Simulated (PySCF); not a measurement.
C2H8BP. Atoms are numbered in the order given.

```xyz
12

B      0.2377    -0.2984     0.2219
C      1.6265    -0.7873    -0.3345
H      1.7517    -1.8733    -0.1769
H      2.4199    -0.3110     0.2740
H      1.8318    -0.5557    -1.3903
C     -0.2711    -0.7903     1.6278
H     -0.7695    -1.7648     1.4508
H     -1.0174    -0.1410     2.1111
H      0.5488    -0.9929     2.3375
P     -0.7542     1.0291    -0.7313
H     -2.0917     0.6346    -0.4456
H     -0.6810     0.5252    -2.0603
```

Geometry optimised at B3LYP-D3(BJ)/def2-SVP. One conformer was computed; it need not be the lowest.

Level of theory: PBE/def2-TZVP (PySCF).

Atomic charges (e):

```
atom  Löwdin    IAO  Mulliken
----  ------  -----  --------
B1     -0.77   0.11      0.15
C2     -0.28  -0.57     -0.41
H3       ___   0.16      0.13
H4       ___   0.17      0.14
H5       ___   0.15      0.12
C6     -0.28  -0.57     -0.42
H7       ___   0.18      0.14
H8       ___   0.15      0.13
H9       ___   0.15      0.13
P10      ___   0.07     -0.24
H11      ___   0.00      0.07
H12      ___   0.00      0.07
```

Task: What belongs in the gaps? (Estimate from the structure and the level; the computed values follow.)

Result: 
- H3, Löwdin: 0.15
- H4, Löwdin: 0.16
- H5, Löwdin: 0.14
- H7, Löwdin: 0.17
- H8, Löwdin: 0.14
- H9, Löwdin: 0.15
- P10, Löwdin: 0.34
- H11, Löwdin: 0.04
- H12, Löwdin: 0.04

Computed Mayer and Wiberg (Löwdin basis) orders of the bonds:
| bond | Mayer | Wiberg |
|---|---|---|
| B1–C2 | 1.05 | 1.35 |
| C2–H3 | 0.94 | 0.85 |
| C2–H4 | 0.92 | 0.83 |
| C2–H5 | 0.96 | 0.87 |
| B1–C6 | 1.05 | 1.35 |
| C6–H7 | 0.92 | 0.83 |
| C6–H8 | 0.95 | 0.87 |
| C6–H9 | 0.94 | 0.86 |
| B1–P10 | 1.21 | 1.56 |
| P10–H11 | 0.94 | 0.93 |
| P10–H12 | 0.94 | 0.93 |
